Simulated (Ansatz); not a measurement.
```yaml
crystal:
  periodic: [true, true, true]
  atoms:
    - {symbol: O, position_ang: [-0.433517, 1.838992, -0.502659]}
    - {symbol: Si, position_ang: [0.537416, 0.544236, -0.161089]}
    - {symbol: Ga, position_ang: [-0.877982, -1.319928, 0.383292]}
    - {symbol: Br, position_ang: [0.355179, -3.210448, 0.885115]}
    - {symbol: H, position_ang: [-0.010678, 2.665810, -0.740581]}
    - {symbol: H, position_ang: [1.404465, 0.189239, -1.322269]}
    - {symbol: H, position_ang: [1.447947, 0.830669, 0.985629]}
    - {symbol: H, position_ang: [-2.422829, -1.538569, 0.472563]}
basis:
  gaussian: {orbitals: def2-mTZVP}
hamiltonian: {xc: {name: BLYP}}
accuracy: high
output: {forces: true}
```

```sh
$ ansatz run in.yaml --threads 4 --pin off --events-out ev --progress --plain --max-ram 10444MiB
```

Shortened log:

```
Error: YAML parse error: error: line 2 column 3: crystal: missing field `lattice` (a structure is typed as `lattice` and `atoms`, a molecule's as `atoms` in Å alone, or read from a run's directory, `checkpoint`)
 --> <input>:2:3
1 | crystal:
2 |   periodic: [true, true, true]
3 |   atoms:
4 |     - {symbol: O, position_ang: [-0.433517, 1.838992, -0.502659]}
```

(1) Something in this input is off. What?

Answers

(1) The molecule is marked periodic without a cell. The program refused the input.
